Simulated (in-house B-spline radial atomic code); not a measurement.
Mn⁺. Computed with a B-spline radial atomic code. Model: non-relativistic spherical atom: semilocal Troullier-Martins pseudo-atom, one channel per l, against all electrons, high spin, G0W0 and RPA with empty states to l = 8, local potential for every l without a channel, a model core (radius 0 = none) keeps its share of the functional.

What the tables leave out is listed at the end.

The pseudopotential gives back the lowest level of each angular momentum of its own functional in the configuration it was made in; a second state of the same l is only approximately right. Exact exchange, RPA and GW see the smooth pseudo-orbitals and miss the exchange with the core, for which the functional's share stands in. The column with an uncorrelated core keeps all orbitals and exact exchange, and so separates missing core correlation from pseudisation. Only the three outermost levels and the lowest empty one were computed. RPA here is direct RPA, with no exchange kernel, and its energies carry an (l + 1/2)⁻⁴ tail. A hybrid on a potential with a model core restores only its own semilocal share of the core's exchange.

Command:
```bash
python run_psgw.py task.json out
```
Settings (lengths in bohr, energies in hartree):
```
Z                      25
electrons              24
configuration          [Ar] 3d5 4s1
generated_in           [Ar] 3d5 4s2
functional             pbe,pbe
core_shells            3
radius_factor          1
core_correction        True
ion_configuration      [Ar] 3d5
```

Cost of the run: 60 s on 1 thread of Arm Neoverse N1, on a shared host.

Given: made with PBE; model core radius 0.432 bohr; local radius 0.972 bohr; mean-field start PBE.

Valence shells of the generating configuration: 3s, 3p, 3d, 4s.

Channel: s 0.742, p 0.756, d 2.277 (radii in bohr).

Computed: largest level miss in the spin-unpolarised generating configuration 0.04 eV; valence RPA correlation energy all-electron orbitals -0.87667 hartree; valence RPA correlation energy pseudo -0.81708 hartree; all-electron RPA polarisability, core included 20.92 bohr³; ionisation by mean-field pseudo minus all 0.053 eV; ionisation by RPA all-electron 16.113 eV; ionisation by RPA pseudo minus all 0.25 eV.

| level | occupied | mean-field all-electron (eV) | mean-field pseudo minus all (eV) | G0W0 all-electron (eV) | G0W0 uncorrelated core minus all (eV) | G0W0 pseudo minus all (eV) | exchange self-energy all-electron (eV) | exchange self-energy pseudo (eV) |
| --- | --- | --- | --- | --- | --- | --- | --- | --- |
| 4s up | 1 | -12.457 | -0.024 | -16.245 | 0.01 | -0.144 | -12.141 | -11.634 |
| 3d down (empty) | 0 | -11.609 | 0.304 | -6.5809 | 0.105 | 0.521 | -12.284 | -9.4733 |

Task: What is the ionisation by mean-field all-electron?

Result: 16.104 eV.

Task: What is the pseudo-atom RPA polarisability?

Result: 20.737 bohr³.

Given: mean-field start PBE0.

Computed: valence RPA correlation energy pseudo -0.77657 hartree; all-electron RPA polarisability, core included 18.239 bohr³; pseudo-atom RPA polarisability 18.11 bohr³; ionisation by mean-field all-electron 15.785 eV; ionisation by mean-field pseudo minus all 0.055 eV; ionisation by RPA all-electron 15.974 eV.

```
          level  occupied  mean-field all-electron (eV)  mean-field pseudo minus all (eV)  G0W0 all-electron (eV)  G0W0 uncorrelated core minus all (eV)  G0W0 pseudo minus all (eV)  exchange self-energy all-electron (eV)  exchange self-energy pseudo (eV)
          4s up         1                       -13.131                            -0.033                 -16.121                                   0.01                      -0.131                                 -11.911                            -11.44
          3d up         1                       -18.885                            -0.278                 -23.356                                  0.101                      -0.271                                 -39.917                           -35.093
        3p down         ?                             ?                                 ?                       ?                                      ?                           ?                                       ?                                 ?
3d down (empty)         0                       -8.7679                            -0.227                 -5.5424                                  0.104                        0.21                                 -11.344                           -9.1016
```

Task: What belongs in the row 3p down?

Result: occupied: 1; mean-field all-electron (eV): -61.533; mean-field pseudo minus all (eV): -0.258; G0W0 all-electron (eV): -66.029; G0W0 uncorrelated core minus all (eV): 0.129; G0W0 pseudo minus all (eV): -0.813; exchange self-energy all-electron (eV): -43.889; exchange self-energy pseudo (eV): -39.063.

Task: What is the ionisation by RPA pseudo minus all?

Result: 0.197 eV.

Task: What is the valence RPA correlation energy all-electron orbitals?

Result: -0.83049 hartree.

Among the listed levels the largest G0W0 shift of the pseudo-atom is -0.81 eV, for 3p down on the PBE0 start, while leaving the core uncorrelated moves that level by +0.13 eV. So pseudisation and the lost core exchange, not the missing core correlation, make the error. Not in the tables (levels of low weight, unsolved or above zero; the highest and the empty levels are kept at any weight): on PBE the G0W0 levels 3d up (pseudo minus all -0.21 eV, weights 0.68 and 0.60), 3p down (pseudo minus all -0.76 eV, weights 0.61 and 0.65); no Hartree-Fock pseudo-atom is run with a model core.
